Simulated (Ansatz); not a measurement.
The cluster Cu2Br4, 6 atoms. Hardware: 4 threads of Intel Xeon Platinum 8259CL on a shared host.

(1) How many basis functions does each of these Ansatz runs have, and roughly what does it cost? r2SCAN-D4/def2-TZVP, charge 0 singlet, energy, from earlier orbitals; BHLYP-D4/def2-TZVP, charge 0 singlet, energy, from earlier orbitals; PBE0-D4/def2-TZVPD, charge 0 singlet, energy, from earlier orbitals; r2SCANh-D4/def2-TZVP, charge 0 singlet, energy, from earlier orbitals; PBE-D4/def2-SVP, charge 0 singlet, energy, from earlier orbitals; B3LYP-D4/def2-TZVP, charge 0 singlet, energy, from earlier orbitals; BHLYP-D4/def2-SVP, charge 1 doublet at the geometry of the charge 0 singlet, energy, from earlier orbitals; PBE0-D4/def2-SVP, charge 1 doublet at the geometry of the charge 0 singlet, energy; BHLYP-D4/def2-TZVPD, charge 0 singlet, energy, from earlier orbitals; r2SCAN-D4/def2-SVP, charge 0 singlet, relaxation, 17 steps; HF/STO-3G, charge 0 singlet, energy; PBE0-D4/def2-TZVP, charge 0 singlet, energy, from earlier orbitals.

Results:

(1) Other jobs shared the machine, so times can vary by a factor of up to 3. A dash marks memory too small to be measured apart from the calling script's.

```json
{"run": "PBE-D4/def2-SVP, charge 0 singlet, energy, from earlier orbitals", "functions": "190", "fitting or Cholesky vectors": "2148", "wall time": "6 s", "peak host memory (GiB)": "–"}
{"run": "HF/STO-3G, charge 0 singlet, energy", "functions": "108", "fitting or Cholesky vectors": "1035", "wall time": "11 s", "peak host memory (GiB)": "–"}
{"run": "r2SCAN-D4/def2-TZVP, charge 0 singlet, energy, from earlier orbitals", "functions": "282", "fitting or Cholesky vectors": "2410", "wall time": "13 s", "peak host memory (GiB)": "0.71"}
{"run": "B3LYP-D4/def2-TZVP, charge 0 singlet, energy, from earlier orbitals", "functions": "282", "fitting or Cholesky vectors": "2236", "wall time": "24 s", "peak host memory (GiB)": "1.3"}
{"run": "PBE0-D4/def2-TZVPD, charge 0 singlet, energy, from earlier orbitals", "functions": "324", "fitting or Cholesky vectors": "2390", "wall time": "25 s", "peak host memory (GiB)": "1.7"}
{"run": "BHLYP-D4/def2-TZVP, charge 0 singlet, energy, from earlier orbitals", "functions": "282", "fitting or Cholesky vectors": "2236", "wall time": "25 s", "peak host memory (GiB)": "1.3"}
{"run": "PBE0-D4/def2-TZVP, charge 0 singlet, energy, from earlier orbitals", "functions": "282", "fitting or Cholesky vectors": "2236", "wall time": "26 s", "peak host memory (GiB)": "1.3"}
{"run": "r2SCANh-D4/def2-TZVP, charge 0 singlet, energy, from earlier orbitals", "functions": "282", "fitting or Cholesky vectors": "2236", "wall time": "26 s", "peak host memory (GiB)": "1.3"}
{"run": "PBE0-D4/def2-SVP, charge 1 doublet at the geometry of the charge 0 singlet, energy", "functions": "190", "fitting or Cholesky vectors": "1908", "wall time": "32 s", "peak host memory (GiB)": "1.6"}
{"run": "BHLYP-D4/def2-TZVPD, charge 0 singlet, energy, from earlier orbitals", "functions": "324", "fitting or Cholesky vectors": "2390", "wall time": "32 s", "peak host memory (GiB)": "1.7"}
{"run": "BHLYP-D4/def2-SVP, charge 1 doublet at the geometry of the charge 0 singlet, energy, from earlier orbitals", "functions": "190", "fitting or Cholesky vectors": "1908", "wall time": "61 s", "peak host memory (GiB)": "1.7"}
{"run": "r2SCAN-D4/def2-SVP, charge 0 singlet, relaxation, 17 steps", "functions": "190", "fitting or Cholesky vectors": "2148", "wall time": "91 s", "peak host memory (GiB)": "–"}
```
